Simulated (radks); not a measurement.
Question: Calculated with a radial shooting solver on a logarithmic mesh with Libxc functionals: non-relativistic Kohn-Sham, LDA (Slater exchange, Perdew-Wang correlation), spin-polarised, spherical densities, point nucleus. Response by self-consistent Sternheimer equations with the Hartree and adiabatic LDA kernel. Rank Al+, Ca8+, S4+, Si2+, P3+, Mg, Ar6+, K7+, Cl5+ (NIST ground configurations) by static dipole polarisability, largest first.

Answer: Mg 71.39, Al+ 23.48, Si2+ 11.31, P3+ 6.485, S4+ 4.117, Cl5+ 2.797, Ar6+ 1.995, K7+ 1.478, Ca8+ 1.127 bohr^3.
